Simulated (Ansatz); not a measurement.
Molecule: sum formula H₅SiN₂O (charge 0, doublet). It need not be the lowest isomer of its formula. 
Geometry from a B3LYP-D3(BJ)/def2-TZVP (Ansatz, an electronic-structure program) optimisation:
SMILES: N[Si](N)O
```xyz
9

Si     0.0954    -0.2362    -0.2920
O      1.5414     0.1984     0.4137
N     -0.9024     0.9846    -0.9698
N     -0.7773    -0.8501     1.0520
H      2.2802     0.3338    -0.1849
H     -1.3505     1.6830    -0.3924
H     -0.8036     1.2814    -1.9260
H     -0.2994    -1.3769     1.7663
H     -1.7348    -1.1426     0.9406
```
Charge 0, spin multiplicity 2.

Basis-set convergence of Hartree-Fock and CCSD correlation energies (hartree) with Ansatz. Correlated levels leave the core frozen unless marked. Open shells are spin-unrestricted. No spin-orbit coupling. No relativistic terms.

```
basis        functions       E(HF)  E(corr, CCSD)
-----------  ---------  ----------  -------------
cc-pV(D+d)Z         90  -475.68497       -0.64150
cc-pV(T+d)Z        199  -475.77950       -0.79500
cc-pV(Q+d)Z        379  -475.80010       -0.84588
```

Extrapolating the two largest sets (X = 3 and 4) as X^-3: E(corr) = (64·(-0.84588) - 27·(-0.79500))/37 = -0.8830 Eh, an estimate of the basis-set limit. The largest set recovers 95.8 % of it, the smallest 72.6 %.
